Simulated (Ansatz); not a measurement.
Energy needed to pull apart BGeH₅S (SMILES S[BH][GeH3]), singlet, into free ground-state atoms, from the structure below (displaced at random from a GFN2-xTB minimum); no zero-point or spin–orbit terms; open-shell atoms are treated unrestricted, in their ground-state multiplicity.

S1  (-1.088, 0.214, -1.897)
B2  (0.292, -0.225, -1.049)
Ge3  (0.331, -0.084, 0.914)
H4  (-1.861, 0.745, -1.023)
H5  (1.037, -0.665, -1.782)
H6  (-0.654, 0.749, 1.563)
H7  (1.586, 0.555, 1.566)
H8  (0.196, -1.333, 1.649)
(Å)

Ansatz 0.2.0; basis: def2-TZVPP; cores frozen in the correlated methods. Filled d shells of the heavier atoms are correlated. The def2 sets are not built for correlating such inner shells, so the correlated values are less sure here.

```
   method  atomization energy (kJ/mol)
   PBE-D4                            ?
revPBE-D4                         2238
r2SCAN-D4                         2307
  PBE0-D4                         2277
  wB97X-V                         2302
  wB97M-V                         2289
       HF                         1684
      MP2                         2238
     CCSD                            ?
  CCSD(T)                         2239
```

Problem. What does CCSD give? (An estimate is asked for; the value comes from the calculation.)

Solution. The calculation gives: 2209 kJ/mol, which is about 30 kJ/mol less than CCSD(T)/def2-TZVPP.

Problem. What does PBE-D4 give? (To be estimated.)

Solution. Computed: 2288 kJ/mol, which is about 48 kJ/mol more than CCSD(T)/def2-TZVPP.

In triple zeta the MP2 and coupled-cluster atomization energies are still short of their basis limit by a few kcal/mol a bond, whereas those of the functionals are nearly converged, so these differences are not deviations from converged CCSD(T).

T1 diagnostic: at most 0.014.

For scale, one of the runs: CCSD(T)/def2-TZVPP forces, 191 basis functions (an equivalent command: `ansatz run in.yaml --threads 4`). The run took 3.6 min on 4 CPU threads (shared host), with 3.7 GiB of host memory at its peak.
